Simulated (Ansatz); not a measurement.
Spectroscopic constants of AsP+, multiplicity 2 (lowest of 2S+1 = 2, 4 at CCSD(T)/def2-TZVPP on PBE0 minima; our sources give no spin for the ground state, which may be another). No spin–orbit coupling. As is treated without relativity. The T1 diagnostic near the minimum is 0.062, so single-reference values are doubtful.

The constants come from a fifth-degree fit in 1/R (seven points, main isotopes). Runs in def2 and cc sets follow the lowest solution found near the PBE0 minimum.

The values were computed with Ansatz (a quantum-chemistry and plane-wave program). Each number belongs to the level named beside it.

Energies at PBE0/def2-TZVPP:

```json
[
 {"R (Å)": "1.933079", "E (hartree)": "-2576.45130839"},
 {"R (Å)": "1.985043", "E (hartree)": "-2576.45901309"},
 {"R (Å)": "2.032850", "E (hartree)": "-2576.46272253"},
 {"R (Å)": "2.086893", "E (hartree)": "-2576.46375422"},
 {"R (Å)": "2.140936", "E (hartree)": "-2576.46208928"},
 {"R (Å)": "2.203294", "E (hartree)": "-2576.45756097"},
 {"R (Å)": "2.276044", "E (hartree)": "-2576.44957473"}
]
```

Question: With a reduced mass of 21.9141 u, find the minimum, the force constant and the constants.

Answer: A fifth-degree polynomial in 1/R puts the minimum at r_e = 2.0785 Å with force constant 415 N/m. Then ω_e = (1/2πc)√(k/μ) = 567 cm⁻¹ and B_e = h/(8π²cμr_e²) = 0.1781 cm⁻¹; the cubic and quartic terms give α_e = 0.00067 and ω_e x_e = 1.4 cm⁻¹.
